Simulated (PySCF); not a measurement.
Write a Z-matrix for `C(F)(=C(F)c1c[c+]1C)F` as optimised with GFN2-xTB. (Charge +1.)

Z-matrix in Å and degrees, rows numbered from 1:
```
C 
C   1  1.4293
C   2  1.3762  1  151.60
C   3  1.3872  2   61.53  1   179.99
C   4  1.3986  2  149.20  3  -179.96
F   5  1.3342  4  117.32  2    -0.18
C   5  1.3652  4  123.55  2   179.80
F   7  1.2868  5  125.01  4  -179.89
F   7  1.3000  5  121.80  4     0.04
H   1  1.0885  2  112.45  3   173.39
H   1  1.0939  2  110.03  3    49.32
H   1  1.0957  2  109.08  3   -65.24
H   3  1.0676  2  151.13  4  -179.80
```

C3 (unsaturated ring CH carbon) has angles 151.1°, 147.3° and 61.5°, sum 360.0°, 0.00 Å off the plane of its three neighbours. C7 (=CF2 carbon) is planar (angles 125.0°, 121.8° and 113.2°, sum 360.0°, 0.00 Å off the plane of its three neighbours). C2 (unsaturated ring carbon) has angles 151.6°, 148.8° and 59.6°, sum 360.0°, 0.00 Å off the plane of its three neighbours. C4 (unsaturated ring carbon) has angles 151.9°, 149.2° and 58.9°, sum 360.0°, 0.00 Å off the plane of its three neighbours.

Structure optimised with GFN2-xTB, isolated species.

Point group: near Cs, missed by 0.24 Å at most; the miss may be what the optimiser left on a soft mode. No frequency check. Torsions: C3–C4–C5–F6 180°.

One conformer stands for the species.

The numbers are calculated, not measured.
